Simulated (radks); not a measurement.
Re0.5+, configuration [Xe] 4f14 5d5.5 6s1 (fractional occupations, a model configuration). Calculated with a radial shooting solver on a logarithmic mesh with Libxc functionals: scalar-relativistic Kohn-Sham, SCAN, spin-unpolarised, spherical densities, finite nucleus; meta-GGA in the generalised Kohn-Sham scheme; Fermi nuclear charge, rms radius 5.3698 fm. Some entries of the table are withheld. Estimate them.

orbital,occ.,eigenvalue (hartree),r(max) (bohr)
1s,2,-2636.067,0.01124
2s,2,-458.1093,0.06447
2p,6,-399.6955,0.05303
3s,2,-106.5694,0.1817
3p,6,-89.23732,(1)
3d,10,-69.55043,0.1471
4s,2,(2),0.4128
4p,6,-16.81073,0.4330
4d,10,-9.61884,0.4434
5s,2,-3.27161,0.9340
5p,6,-1.84949,1.061
4f,14,-1.67060,(3)
6s,1,-0.33478,2.501
5d,5.5,-0.30361,1.441

Answer. 
(1) 3p r(max) (bohr): 0.1802
(2) 4s eigenvalue (hartree): -22.52200
(3) 4f r(max) (bohr): 0.4174
